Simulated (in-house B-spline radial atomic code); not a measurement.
Radial electron density of Mn VIII (Mn7+), [Ne] 3s1 3p6 3d1. Computed with a radial B-spline atomic code at the basis-set limit: non-relativistic PW91, spin-polarised, spherical fractional occupations, point nucleus.

Columns: r (bohr), 4πr²n(r) (electrons per bohr), bar.

```
 0.00271   0.8475 #
 0.00322    1.166 ##
 0.00383    1.601 ##
 0.00456    2.188 ###
 0.00543     2.97 ####
 0.00646    3.992 #####
 0.00769     5.32 #######
 0.00915    7.003 #########
  0.0109    9.108 ############
   0.013    11.67 ################
  0.0154    14.53 ####################
  0.0184    17.88 ########################
  0.0218    21.22 #############################
   0.026    24.56 #################################
  0.0309    27.34 #####################################
  0.0368    29.22 ########################################
  0.0438    29.82 ########################################
  0.0522    29.04 #######################################
  0.0621    27.19 #####################################
  0.0739       25 ##################################
  0.0879    23.56 ################################
   0.105    23.84 ################################
   0.125    26.16 ###################################
   0.148    29.54 ########################################
   0.176    32.39 ############################################
    0.21    32.54 ############################################
    0.25    28.88 #######################################
   0.297    22.41 ##############################
   0.354    15.52 #####################
   0.421    11.17 ###############
   0.501    10.27 ##############
   0.596    11.41 ###############
    0.71    12.02 ################
   0.845    10.47 ##############
    1.01    7.104 ##########
     1.2    3.761 #####
    1.42    1.541 ##
    1.69   0.4514 #
    2.02  0.08948 
     2.4  0.01223 
    2.86 0.0009939
```

On this grid the curve has 3 maxima, near 0.0438, 0.21, 0.71 bohr.

The 3d up radial function P(r) = rR(r), positive near the nucleus:

```json
{"r (bohr)": "0.0218", "P": "0.00154"}
{"r (bohr)": "0.0309", "P": "0.00408"}
{"r (bohr)": "0.0438", "P": "0.01051"}
{"r (bohr)": "0.0621", "P": "0.02609"}
{"r (bohr)": "0.0879", "P": "0.06133"}
{"r (bohr)": "0.125", "P": "0.1363"}
{"r (bohr)": "0.176", "P": "0.2724"}
{"r (bohr)": "0.25", "P": "0.4964"}
{"r (bohr)": "0.354", "P": "0.7836"}
{"r (bohr)": "0.501", "P": "1.042"}
{"r (bohr)": "0.71", "P": "1.113"}
{"r (bohr)": "1.01", "P": "0.8795"}
{"r (bohr)": "1.42", "P": "0.4786"}
{"r (bohr)": "2.02", "P": "0.1509"}
{"r (bohr)": "2.86", "P": "0.0218"}
```
